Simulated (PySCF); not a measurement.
# Correlation energy of Br²⁺ (bromine, charge +2)

[Ar] 3d10 4s2 4p3, high-spin 4S determinant. All numbers are calculated (PySCF 2.14, scalar relativity by spin-free X2C-1e, in cc-pVTZ-DK). Frozen: [Ar] 3d10; 5 electrons correlated.

MP2 pair energies summed by pair of shells (mhartree):

| pair | energy | share (%) |
| --- | --- | --- |
| 4s-4p | -52.29 | 66.9 |
| 4p-4p | -17.41 | 22.3 |
| 4s-4s | -8.51 | 10.9 |

Total MP2 correlation energy: -78.21 mhartree.

Same-spin part -20.53 and opposite-spin part -57.67 mhartree; SCS-MP2 scales them by 1/3 and 6/5 to -76.05 mhartree.

| level | correlation energy (mhartree) |
| --- | --- |
| CCSD | -93.15 |
| (T) | -2.28 |
| CCSD(T) | -95.43 |

Diagnostics: T1 = 0.0017, D1 = 0.0035, largest double amplitude 0.053.

Cost of the coupled-cluster step: 0.28 s of wall time on 1 thread of Intel(R) Xeon(R) CPU @ 2.60GHz (shared host), for 5 correlated electrons.
